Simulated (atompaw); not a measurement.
Before and after: PAW (atompaw) potential for hafnium (Hf)

* Element: hafnium
* Generator: atompaw 4.2.0.5
* Type: PAW
* Functional: LDA (PW92)
* Relativity: scalar-relativistic
* Frozen core: [Kr] 4d10 4f14
* Valence charge: 12
* Reference configuration: 5s2 5p6 5d2 6s2 6p0
* Partial waves: 5s (bound); 6s (bound); 5p (bound); 6p (bound, empty); 5d (bound); 5d channel at 4.45 Ry
* Local potential: bessel scheme, radius 2.10 bohr
* Core correction: smooth core density matched at 2.45 bohr
* Augmentation charge: gaussian compensation charge, radius 2.45 bohr; PAW radius 2.95 bohr; waves and projectors: bloechl

Change: wave 5d channel at 4.45 Ry becomes 5d channel at 0.18 Ry.

Cutoffs: the cutoffs (Ry, on a coarse ladder) from which the occupation-weighted sum of valence levels, in a spherical-Bessel basis at the reference potential, stays within 10 and 1 mRy of its value at 400 Ry; they do not see the model core or the augmentation charge, which bear on the density cutoff.

Question: What does the change do?

Answer: The potential gets neither clearly harder nor softer (21 Ry and 25 Ry → 21 Ry and 25 Ry); the s channel sets the loose cutoff, while the largest relative change is in d, which becomes softer; the range in which the d phases agree narrows (upper end at the end of the scan → 1.2); neither file shows a bound ghost.

```tsv
quantity	base	changed
cutoff, loose	21 Ry	21 Ry
cutoff, tight	25 Ry	25 Ry
loose cutoff by channel (10 mRy a level)	s 15 Ry, p 15 Ry, d 12 Ry	s 15 Ry, p 15 Ry, d 10 Ry
bound ghosts	none	none
s: phases at 2.96 bohr within 0.05 rad from the reference energy up to (Ry; the scan ends near 5)	n/a	n/a
p: phases at 2.96 bohr within 0.05 rad from the reference energy up to (Ry; the scan ends near 5)	to the end of the scan	to the end of the scan
d: phases at 2.96 bohr within 0.05 rad from the reference energy up to (Ry; the scan ends near 5)	to the end of the scan	1.2
lowest overlap eigenvalue by channel	s 0.59, p 0.69, d 0.92	s 0.59, p 0.69, d 0.03
```

 The cutoffs see the waves, projectors and local potential, not the compensation charge or the core.
